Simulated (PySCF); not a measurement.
SMILES N#C[SiH2][SiH3] (CH₅NSi₂), singlet, B3LYP/def2-SVP optimised geometry.

```
9

N      2.63    -1.06     0.00
C      1.47    -1.09     0.00
Si    -0.39    -1.09     0.00
Si    -1.14     1.14     0.00
H     -0.82    -1.83     1.22
H     -0.83    -1.83    -1.22
H     -2.63     1.14     0.00
H     -0.65     1.83    -1.22
H     -0.64     1.83     1.22
```

Density from B3LYP/def2-TZVP (PySCF 2.14.0) at that geometry.

Minimum of the electron density along straight lines between bonded atoms, close to the bond critical point (lines longer than 1.1 times the sum of covalent radii, or with two minima, are not listed):

| bond | length / Å | ρ at the minimum / e bohr⁻³ | ∇²ρ there / e bohr⁻⁵ | position (fraction from the first atom) |
|---|---|---|---|---|
| N1–C2 | 1.162 | 0.492 | -0.27 | 0.66 |
| C2–Si3 | 1.866 | … | 0.28 | 0.61 |
| Si3–Si4 | 2.359 | … | … | 0.54 |
| Si3–H5 | 1.489 | 0.122 | 0.14 | 0.49 |
| Si3–H6 | 1.489 | 0.122 | 0.14 | 0.49 |
| Si4–H7 | 1.492 | 0.119 | 0.15 | 0.49 |
| Si4–H8 | 1.490 | 0.120 | 0.15 | 0.49 |
| Si4–H9 | 1.490 | 0.120 | 0.14 | 0.49 |

Problem. Some entries are withheld; supply them.

Solution. 
- C2–Si3, ρ at the minimum / e bohr⁻³: 0.109
- Si3–Si4, ρ at the minimum / e bohr⁻³: 0.093
- Si3–Si4, ∇²ρ there / e bohr⁻⁵: -0.17
